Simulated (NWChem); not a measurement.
# C2H3I; SMILES C=CI

Results from NWChem. Structure relaxed at the PBE0/def2-SVP level. def2 effective core potentials on I; no spin-orbit coupling. Static field.

Order these by “anisotropy (bohr³)”, lowest first: Hartree-Fock/def2-TZVP; Hartree-Fock/def2-SVP; Hartree-Fock/def2-SVPD.

Hartree-Fock/def2-SVPD (33.6), Hartree-Fock/def2-TZVP (38.3), Hartree-Fock/def2-SVP (40.5)
